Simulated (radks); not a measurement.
Results of a calculation; reference values are marked as such.
Q: Species: Sc IV. Configuration: [He] 2s2 2p4 3s2 3p6 3d2 (not the ground configuration). Code: a radial shooting solver on a logarithmic mesh with Libxc functionals. Model: scalar-relativistic Kohn-Sham, BLYP, spin-unpolarised, spherical densities, finite nucleus; Fermi nuclear charge, rms radius 3.5459 fm. Some entries of the table are withheld. Estimate them.

| orbital | occ. | eigenvalue (eV) | <r^2> (bohr^2) |
|---|---|---|---|
| 1s | 2 | -4545.658 | 0.007152 |
| 2s | 2 | -569.0797 | 0.1306 |
| 2p | 4 | -491.3571 | 0.1059 |
| 3s | 2 | (1) | 1.125 |
| 3p | 6 | (2) | 1.246 |
| 3d | 2 | -39.3125 | 1.607 |

A: 
(1) 3s eigenvalue (eV): -96.2214
(2) 3p eigenvalue (eV): -74.0367
